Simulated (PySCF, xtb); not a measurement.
C5H5F, SMILES C=C=C(F)C=C. Other conformers were not sampled.

Harmonic wavenumbers (cm⁻¹) from GFN2-xTB (xtb 6.7.1) at its own minimum, in rising order: 109, 135, 247, 256, 387, 497, 551, 592, 679, 763, 879, 885, 960, 1000, 1004, 1192, 1240, 1305, 1399, 1433, 1662, 2060, 3059, 3063, 3078, 3112, 3143.

Question: What does PBE-D3(BJ)/def2-SVP (PySCF) give at its own minimum? (An estimate is asked for; the answer gives what the named calculation found.)

Answer: 128, 148, 250, 274, 432, 508, 583, 606, 707, 756, 870, 887, 954, 979, 994, 1206, 1248, 1274, 1372, 1420, 1641, 2009, 3027, 3093, 3105, 3117, 3197. Paired by order, the mean absolute difference is 20 cm⁻¹ and the zero-point energies are 49.6 and 49.7 kcal/mol.
